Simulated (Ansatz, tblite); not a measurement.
Cost and result up the ladder for `c1sc(-c2scc3c2OCCO3)c2c1OCCO2` (28 atoms). Total charge 0; singlet. Geometry: PBE-D4/def2-SVP.

Ansatz on 2 threads of AMD EPYC 7R13 on a shared host and a share (18 GiB) of an NVIDIA H100 80GB HBM3; xTB runs through tblite on one thread. Times are rough, summed over both states, and most runs start from the orbitals of an earlier one. PBE0-D4/def2-TZVP serves as the yardstick here, not as an exact answer. The other state is a triplet.

The xTB rows come from tblite. Single mean-field runs in def2-TZVP are fitted with def2-universal-jkfit.

xTB has no spin-polarisation term.

```csv
level,functions,wall time
GFN2-xTB,92,0.077 s
GFN1-xTB,102,0.092 s
PBE-D4/def2-TZVP,630,21 s
PBE0-D4/def2-TZVP,630,23 s
```

Question: Estimate what each level gives for the vertical triplet (eV).

Answer: 
| level | vertical triplet (eV) | difference from PBE0-D4/def2-TZVP (eV) |
| --- | --- | --- |
| GFN2-xTB | 2.66 | -0.11 |
| GFN1-xTB | 2.77 | 0.01 |
| PBE-D4/def2-TZVP | 2.62 | -0.15 |
| PBE0-D4/def2-TZVP | 2.77 | 0.00 |
